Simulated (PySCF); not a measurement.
Rubidium: a sound run and one with changed settings

Sound run: Rb⁺ [Kr], Rb²⁺ [Ar] 3d10 4s2 4p5. Calculation: PySCF 2.14, in jorge-DZP-DKH; the spin-free X2C one-electron Hamiltonian (Gaussian nucleus). The sound run starts from symmetry-adapted Hartree-Fock orbitals and uses a fine grid where one is needed.

A second run was set up differently.

```
species  method  sound run (hartree)  changed run (hartree)  converged
    Rb⁺     UHF          -2978.70208            -2978.70208        yes
    Rb⁺    PBE0          -2980.26197            -2980.26197        yes
    Rb⁺  M06-2X          -2980.76038            -2980.76038        yes
   Rb²⁺     UHF          -2977.70258            -2977.70258        yes
   Rb²⁺    PBE0          -2979.22126            -2979.22148        yes
   Rb²⁺  M06-2X          -2979.72370            -2979.72716        yes
```

Ionisation energy of Rb⁺:

| method | sound run (eV) | changed run (eV) |
| --- | --- | --- |
| UHF | 27.198 | 27.198 |
| PBE0 | 28.319 | 28.313 |
| M06-2X | 28.209 | 28.115 |

What was changed?
A. all electrons correlated in a valence basis
B. angular grid far too coarse
C. a valence shell is frozen
D. basis contracted for another Hamiltonian

B. It used 14 angular points. A coarse angular grid integrates products of high-l functions wrongly, so density functionals can shift, and the SCF can exploit the error; Hartree-Fock and MP2 need no grid.
